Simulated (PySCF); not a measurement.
# Shifts of the heteroatoms

Atom-mapped SMILES (the numbers label the heavy atoms): `[CH3:1]/[C:2](=[CH:3]\[CH2:4][F:5])[O:6][SiH2:7][CH2:8][F:9]`. Hydrogens are named by the atom that carries them.

All values are calculated (PySCF 2.14.0 with density-fitted response routines): shieldings: GIAO PBE0/pcSseg-1, geometry from GFN2-xTB. One averaged value for each set of equivalent atoms, no solvent model, one conformer, no relativistic terms.

Q: Where does 19F resonate?

A: 
| atoms | environment | σ (ppm) | δ (ppm) |
| --- | --- | --- | --- |
| F5 | fluorine on an sp3 carbon | 411.4 | -210.6 |
| F9 | fluorine on an sp3 carbon | 487.6 | -279.4 |

Shieldings were converted by a linear fit to measured shifts: 19F (scatter 6.0 ppm rms, 7.0 ppm with the 5 outliers that the fit left out vs CFCl3, solution or neat liquid, with a term for F on sp3 carbon). A few per cent of atoms miss by over 2 rms, more outside the fitted compound classes.

On a 300 MHz spectrometer 19F resonates near 282.3 MHz, so 1 ppm is 282.3 Hz.

Q: What are the 29Si shifts?

A: 
| atoms | environment | σ (ppm) | δ (ppm) |
| --- | --- | --- | --- |
| Si7 | silicon bonded to C, O, 2 H | 384.6 | -36.2 |

Shieldings were converted by a linear fit to measured shifts: 29Si (scatter 8.9 ppm rms, 25.8 ppm with the 6 outliers that the fit left out vs TMS, solution or neat liquid). A few per cent of atoms miss by over 2 rms, more outside the fitted compound classes.

On a 600 MHz spectrometer 29Si resonates near 119.2 MHz, so 1 ppm is 119.2 Hz.

Q: Predict the 17O NMR data.

A: 
```csv
atoms,environment,σ (ppm),δ (ppm)
O6,"oxygen bonded to C, Si",221.3,65.2
```

Shieldings were converted by a linear fit to measured shifts: 17O (scatter 10.7 ppm rms, 12.2 ppm with the 3 outliers that the fit left out vs liquid water, solution or neat liquid). Occasional misses reach two or three times the rms, and more in compound classes unlike the fitted ones.

On a 500 MHz spectrometer 17O resonates near 67.8 MHz, so 1 ppm is 67.8 Hz.
